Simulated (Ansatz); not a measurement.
Relaxation of BF2H4NO (9 atoms, charge 0, multiplicity 1), to a largest force component of 0.03 eV/Å in at most 50 steps.

Theory: RKS CAM-B3LYP/def2-SVP (Ansatz 0.2.0).

```xyz
9
Properties=species:S:1:pos:R:3
B -0.096 0.505 -0.459
N -0.041 -0.025 2.232
H -0.736 -0.144 2.967
H 0.855 -0.341 2.601
F 1.148 0.088 -0.546
F -1.071 -0.250 -0.937
O -0.337 1.780 0.003
H -1.279 1.997 -0.021
H 0.048 0.991 2.039
```

**Question.** Where does it end, and by what steps?

**Answer.** The forces met the threshold. The force dipped under the threshold on the way, but the program's further checks kept it going. After 26 steps the energy has fallen by 0.569 eV; F6 moved furthest, 0.83 Å. Joined: B1–N2 (2.74 → 1.66 Å).

```tsv
step	energy less start (eV)	largest force component (eV/Å)	accepted
0	0.0000	0.899	yes
1	-0.0638	1.344	yes
2	-0.1450	1.008	yes
3	-0.2760	0.914	yes
4	-0.4084	0.725	yes
5	-0.4007	1.747	no
6	-0.4838	0.514	yes
7	-0.4958	0.766	yes
8	-0.4558	2.471	no
9	-0.5240	0.253	yes
10	-0.5347	0.215	yes
11	-0.5322	0.889	no
12	-0.5432	0.177	yes
13	-0.5510	0.148	yes
14	-0.5594	0.124	yes
15	-0.5576	0.453	no
16	-0.5644	0.047	yes
17	-0.5676	0.036	yes
18	-0.5536	0.679	no
19	-0.5682	0.017	yes
20	-0.5679	0.288	no
21	-0.5685	0.046	yes
22	-0.5688	0.050	yes
23	-0.5689	0.044	yes
24	-0.5689	0.016	yes
25	-0.5690	0.034	yes
26	-0.5691	0.025	yes
```

```xyz
9
Properties=species:S:1:pos:R:3
B -0.178 0.474 0.247
N 0.044 0.172 1.866
H -0.865 0.064 2.320
H 0.592 -0.681 1.998
F 1.098 0.433 -0.280
F -0.938 -0.592 -0.193
O -0.808 1.731 0.261
H -0.990 2.037 -0.633
H 0.535 0.961 2.291
```

Whether the end is a true minimum wasn't checked by a vibrational analysis.

The run took 34 s on 4 threads of Intel(R) Xeon(R) Platinum 8488C (Sapphire Rapids), with other jobs on the host, peak memory 0.21 GiB.
